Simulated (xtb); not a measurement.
Au₂H₂S₂Si, SMILES [Au][S][SiH2][S][Au], multiplicity 1. All values are semi-empirical tight-binding results from xtb (GFN2-xTB unless named), good for trends rather than for accurate numbers. Coordinates come from a GFN2-xTB optimisation. The spin state was assumed, not searched. One conformer was computed; it need not be the lowest.

For metal compounds this method's bond lengths and energies can be far off.

Computed properties:
```
Item                                           Result
-------------------------------------  --------------
point group as xtb finds it                       C2v
orbital gap                                   2.70 eV
zero-point energy                       13.1 kcal/mol
G − E(el) at 298.15 K (modified RRHO)  -11.1 kcal/mol
```
